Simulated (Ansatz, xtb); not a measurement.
**Two conformers of CH8B2SSi**

Structure X: `BSBC[SiH3]`, a singlet. Structure Y: `BSBC[SiH3]`, a singlet. Both are isolated molecules in the gas phase, relaxed with PBE0-D3(BJ)/def2-SVP.

X (Å):

```xyz
13

C    -0.8961   -0.9312   -0.6578
B     2.3863   -1.3862   -0.4920
B     0.0279    0.1396   -1.2731
S     1.8570    0.1352   -1.2748
Si   -1.2282   -0.4723    1.1541
H     3.5757   -1.5393   -0.3790
H     1.6064   -2.2163   -0.1013
H    -0.4272    1.1484   -1.7593
H    -0.4793   -1.9496   -0.6373
H    -1.8833   -0.9381   -1.1479
H    -2.2538   -1.3992    1.7216
H     0.0305   -0.5910    1.9489
H    -1.7345    0.9288    1.2627
```

Y (Å):

```xyz
13

C    -0.5818    2.5333   -0.8283
B     1.1276   -1.1278    0.6827
B     0.2137    1.2222   -0.6447
S     0.1767    0.3657    0.9655
Si   -2.2902    2.1052   -1.5409
H     1.2516   -1.8770    1.6182
H     1.6119   -1.3514   -0.3967
H     0.8178    0.7001   -1.5499
H    -0.1166    3.1987   -1.5743
H    -0.7687    3.0872    0.1059
H    -2.1479    1.3638   -2.8297
H    -3.0513    3.3666   -1.7914
H    -3.0549    1.2579   -0.5784
```

Task: Which of the two would you expect CCSD(T)/def2-SVP + ΔMP2/def2-TZVPP electronic energies to favour?

Result: Too close to call at this level: CCSD(T)/def2-SVP + ΔMP2/def2-TZVPP gives E(Y) − E(X) = −0.040 eV.

Level by level:

| level | geometry | E(Y) − E(X) (eV) | departure from the last row (eV) | job, with rough time for the two |
| --- | --- | --- | --- | --- |
| PBE0-D3(BJ)/def2-SVP | PBE0-D3(BJ)/def2-SVP | −0.039 | 0.000 | optimisation, 2.2 min |
| HF/def2-SVP | PBE0-D3(BJ)/def2-SVP | −0.083 | −0.044 | part of the CCSD(T) run |
| MP2/def2-SVP | PBE0-D3(BJ)/def2-SVP | −0.061 | −0.022 | part of the CCSD(T) run |
| CCSD(T)/def2-SVP | PBE0-D3(BJ)/def2-SVP | −0.053 | −0.014 | single point |
| CCSD(T)/def2-SVP + ΔMP2/def2-TZVPP | PBE0-D3(BJ)/def2-SVP | −0.040 |  | single point, 67 s |

The largest departure from CCSD(T)/def2-SVP + ΔMP2/def2-TZVPP is that of HF/def2-SVP, 0.044 eV. Levels run at GFN2-xTB geometries aren't shown. The last row adds to CCSD(T) the change of the MP2 difference between the two basis sets, here +0.014 eV.

With harmonic frequencies from PBE0-D3(BJ)/def2-SVP (ideal gas, rigid rotor, one conformer each, 298.15 K, 1 atm): the zero-point term adds −0.001 eV; ΔH is −0.039 and ΔG −0.047 eV.

The correlated steps freeze 13 core orbitals. Run with Ansatz 0.2.0; the last row on 2 threads of Arm Neoverse N1 on a shared host.
